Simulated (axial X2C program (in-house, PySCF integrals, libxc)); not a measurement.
Which molecule has these constants?

All values come from calculations with an axial X2C code built on PySCF integrals, spin-free (one-electron X2C) or two-component (2c: spin–orbit coupling with atomic mean-field Coulomb and Gaunt terms, which also bring small scalar terms), in Dyall basis sets with cores contracted in-house; open shells are unrestricted.

A two-component PBE0 calculation in a Dyall 3-zeta basis gave Re = 1.995 Å, ωe = 524.4 cm⁻¹, dipole magnitude 3.25 D, Ω = 0.

Task: Which molecule is it?
A. InF
B. LiIn
C. InN
D. InC
E. InO

Result: A. The others have InO 1.922 Å and 587.2 cm⁻¹ (Ω = 1/2); InN 2.210 Å and 444.9 cm⁻¹ (Ω = 1); LiIn 2.990 Å and 264.7 cm⁻¹ (Ω = 0); InC 2.200 Å and 475.2 cm⁻¹ (Ω = 3/2).

Each entry is the lowest single determinant of a limited PBE0 search at one distance. De goes to single-determinant-based atoms at the same level (for ions the charge split of lowest energy) and is withheld (n/a) where an atom does not fit its ground term or J level. Main or longest-lived isotopes. One determinant is a doubtful description, or other states lie close, for InO, InN, LiIn, InC; these need not be ground states, and all values refer to the states named. Some open-shell Ω = 0 determinants are out of reach, so the Ω given for InN need not be the lowest component. With several unpaired electrons the Ω given is that of one determinant, not necessarily of the lowest component. The functionals have no current term, which raises determinants with orbital currents.
